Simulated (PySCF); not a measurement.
Here is a job for PySCF.
```python
from pyscf import gto, scf

mol = gto.Mole()
mol.atom = '''
    C    -0.573091    0.083992    0.112141
    F     0.703991   -0.111493   -0.094918
    H    -0.844972   -0.070800    1.167900
    H    -1.246586    2.278612   -0.879547
    H    -1.173176   -0.511259   -0.647857
'''
mol.basis = '6-311g**'
mol.charge = 1
mol.spin = 1
mol.verbose = 4
mol.build()

mf = scf.UHF(mol)
mf.kernel()
mo_i, mo_e, stable_i, stable_e = mf.stability(internal=True, external=True, return_status=True, nroots=6, tol=1e-6)
print('internally stable:', stable_i, ' externally stable:', stable_e)
if not stable_i:
    umf = mf.copy()
    umf.scf_summary = {}
    umf.kernel(umf.make_rdm1(mo_i, mf.mo_occ))
mf.analyze()
```

Predict the number of basis functions from PySCF with HF/6-311G**.

54

Give the nuclear repulsion energy at the level HF/6-311G**.

35.6853 Eh

Predict the HOMO energy from HF/6-311G**.

-19.52 eV

Estimate the total energy that HF/6-311G** returns for this input.

-138.5881 Eh

Give the <S^2> at the level HF/6-311G**.

0.751

These values belong to the state on which the SCF converged, which isn't shown to be the lowest.
